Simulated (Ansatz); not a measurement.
C2H4FNOSi can be A, `OC1(F)C=N[SiH2]1`, or B, `FC1N=C[SiH2]O1`.

Computed with Ansatz on PBE0-D4/def2-TZVP structures; ΔE is electronic, products minus reactants. CBS: MP2 limit from def2 TZ/QZ plus the TZ coupled-cluster correction, frozen cores. DFT in def2-TZVPP. B3LYP here is the variant with VWN-RPA as its local correlation; programs differ in this. Each species was taken in one conformer, which may not be the lowest.

Task: Which is lower in electronic energy at CCSD(T)/CBS, and by how much? (Best estimate.)

Result: Ansatz gave: B, by 36.9 kcal/mol.

Task: Give E(B) − E(A) in kcal/mol with B3LYP-D4, CCSD/def2-TZVPP, HF/def2-TZVPP, CCSD(T)/def2-TZVPP, MP2/def2-TZVPP, B3LYP, B2PLYP. (An estimate is asked.)

Result: The calculation gave: B3LYP-D4 -36.8, CCSD/def2-TZVPP -38.0, HF/def2-TZVPP -40.8, CCSD(T)/def2-TZVPP -37.5, MP2/def2-TZVPP -37.7, B3LYP -36.5, B2PLYP -37.3. None reverses the order clearly.

Largest T1 diagnostic: 0.013.

From PBE to PBE0 (25 % exact exchange), in def2-TZVPP and without D4, E(B) − E(A) moves by −2.0 kcal/mol. In def2-TZVPP, CCSD(T) changes the Hartree–Fock value by +3.3 kcal/mol (the triples alone add +0.5 kcal/mol) and MP2 by +3.1 kcal/mol.
